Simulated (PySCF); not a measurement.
Relaxation of triplet RuS2

These are results of UPBE0 in PySCF with Ru def2-SVP with ECP28, S def2-SVP; scalar-relativistic core potentials, no spin–orbit coupling; density-fitted integrals, not measurements. A (50,194) grid was used.

A start displaced from a saddle point along its imaginary mode, of C2v symmetry, held to at least that symmetry:

```xyz
3
charge 0 multiplicity 3, angstrom
Ru    0.0029    0.1568    0.0000
S    -0.0046   -0.2500    2.1029
S    -0.0046   -0.2500   -2.1029
```

Optimiser trace:
| step | E − E(last) (kJ/mol) | largest gradient (Eh/bohr) |
| --- | --- | --- |
| 0 | 33.54 | 0.02389 |
| 1 | 25.94 | 0.00651 |
| 2 | 21.91 | 0.01124 |
| 3 | 16.81 | 0.01023 |
| 4 | 11.20 | 0.00740 |
| 5 | 6.99 | 0.02998 |
| 6 | 1.14 | 0.00231 |
| 7 | 0.21 | 0.00146 |
| 8 | 0.02 | 0.00099 |
| 9 | 0.00 | 0.00008 |
| 10 | 0.00 | 0.00001 |

It ends at C2v with Ru–S 2.051 Å (×2); S–Ru–S 119.5° (after a last refinement on a finer grid). The frequency run here used a shortcut that can spoil soft modes, so no verdict on minimum or saddle point is given. Other isomers or separated fragments may lie lower.

Final geometry:
```xyz
3
charge 0 multiplicity 3, angstrom
Ru    0.0073    0.3982    0.0000
S    -0.0116   -0.6343    1.7721
S    -0.0116   -0.6343   -1.7721
```

Open d and f shells are described by one determinant, and the ground state may have another occupation or spin. At this level a quintet minimum of C2v symmetry lies 4 kJ/mol below this structure.

The relaxation took roughly 40 core-seconds on a shared host.
